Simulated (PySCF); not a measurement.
Isomers of C3H12FNSi3.

All values: PBE0/pcSseg-1 (PySCF) at GFN2-xTB geometries, gas phase, one conformer each.

(1) Rank by the highest Hirshfeld charge on any atom, lowest value first.
A. `[F:1]/[CH:2]=[C:3](\[SiH3:4])[CH2:5][SiH2:6][NH:7][SiH3:8]` with C2–C3–C5–Si6 97°, C3–C5–Si6–N7 -51°, C5–Si6–N7–Si8 -175°
B. `[CH3:1][SiH2:2][SiH2:3]/[C:4](=[CH:5]/[F:6])[SiH2:7][NH2:8]` with C1–Si2–Si3–C4 24°, Si2–Si3–C4–C5 -113°, Si3–C4–Si7–N8 -109°, C4–Si7–N8–H -53° and 174°
C. `[CH2:1]=[N:2][CH2:3][Si:4]([SiH3:5])([SiH3:6])[CH2:7][F:8]` with C1–N2–C3–Si4 108°, N2–C3–Si4–Si5 173°, C3–Si4–C7–F8 -175°
D. `[F:1][SiH2:2][N:3]([CH2:4][SiH3:5])[C@@H:6]1[CH2:7][SiH2:8]1` with F1–Si2–N3–C4 -33°, Si2–N3–C4–Si5 135°, Si2–N3–C6–C7 85°
E. `[F:1][SiH2:2][N:3]([SiH2:4][SiH3:5])[CH:6]1[CH2:7][CH2:8]1` with F1–Si2–N3–Si4 -16°, Si2–N3–Si4–Si5 -67°, Si2–N3–C6–C7 110°

(2) Rank by HOMO energy, highest first.
A. `[F:1][SiH2:2][N:3]([SiH2:4][SiH3:5])[CH:6]1[CH2:7][CH2:8]1` with F1–Si2–N3–Si4 -16°, Si2–N3–Si4–Si5 -67°, Si2–N3–C6–C7 110°
B. `[F:1]/[CH:2]=[C:3](\[SiH3:4])[CH2:5][SiH2:6][NH:7][SiH3:8]` with C2–C3–C5–Si6 97°, C3–C5–Si6–N7 -51°, C5–Si6–N7–Si8 -175°
C. `[CH2:1]=[N:2][CH2:3][Si:4]([SiH3:5])([SiH3:6])[CH2:7][F:8]` with C1–N2–C3–Si4 108°, N2–C3–Si4–Si5 173°, C3–Si4–C7–F8 -175°
D. `[F:1][SiH2:2][N:3]([CH2:4][SiH3:5])[C@@H:6]1[CH2:7][SiH2:8]1` with F1–Si2–N3–C4 -33°, Si2–N3–C4–Si5 135°, Si2–N3–C6–C7 85°

## Answers

(1) C (+0.214 e), B (+0.361 e), A (+0.371 e), D (+0.427 e), E (+0.439 e).

(2) D (-6.43 eV), A (-6.89 eV), B (-7.14 eV), C (-7.48 eV).

All values together:

| SMILES | μ (D) | HOMO (eV) | LUMO (eV) | lowest IAO charge (e) | highest IAO charge (e) | lowest Hirshfeld charge (e) | highest Hirshfeld charge (e) |
| --- | --- | --- | --- | --- | --- | --- | --- |
| F[SiH2]N([SiH2][SiH3])C1CC1 | 2.36 | -6.89 | -0.16 | -0.792 (N) | +1.194 (Si) | -0.265 (N) | +0.439 (Si) |
| F[SiH2]N(C[SiH3])[C@@H]1C[SiH2]1 | 2.29 | -6.43 | -0.09 | -0.549 (C) | +1.178 (Si) | -0.204 (F) | +0.427 (Si) |
| C[SiH2][SiH2]/C(=C/F)[SiH2]N | 1.07 | -7.49 | -0.68 | -0.836 (N) | +0.896 (Si) | -0.302 (N) | +0.361 (Si) |
| C=NC[Si]([SiH3])([SiH3])CF | 2.45 | -7.48 | -0.83 | -0.397 (C) | +0.463 (Si) | -0.135 (N/F) | +0.214 (Si) |
| F/C=C(\[SiH3])C[SiH2]N[SiH3] | 1.13 | -7.14 | -0.49 | -0.943 (N) | +0.897 (Si) | -0.334 (N) | +0.371 (Si) |

Conformers: `[F:1][SiH2:2][N:3]([SiH2:4][SiH3:5])[CH:6]1[CH2:7][CH2:8]1` with F1–Si2–N3–Si4 -16°, Si2–N3–Si4–Si5 -67°, Si2–N3–C6–C7 110°; `[F:1][SiH2:2][N:3]([CH2:4][SiH3:5])[C@@H:6]1[CH2:7][SiH2:8]1` with F1–Si2–N3–C4 -33°, Si2–N3–C4–Si5 135°, Si2–N3–C6–C7 85°; `[CH3:1][SiH2:2][SiH2:3]/[C:4](=[CH:5]/[F:6])[SiH2:7][NH2:8]` with C1–Si2–Si3–C4 24°, Si2–Si3–C4–C5 -113°, Si3–C4–Si7–N8 -109°, C4–Si7–N8–H -53° and 174°; `[CH2:1]=[N:2][CH2:3][Si:4]([SiH3:5])([SiH3:6])[CH2:7][F:8]` with C1–N2–C3–Si4 108°, N2–C3–Si4–Si5 173°, C3–Si4–C7–F8 -175°; `[F:1]/[CH:2]=[C:3](\[SiH3:4])[CH2:5][SiH2:6][NH:7][SiH3:8]` with C2–C3–C5–Si6 97°, C3–C5–Si6–N7 -51°, C5–Si6–N7–Si8 -175°.
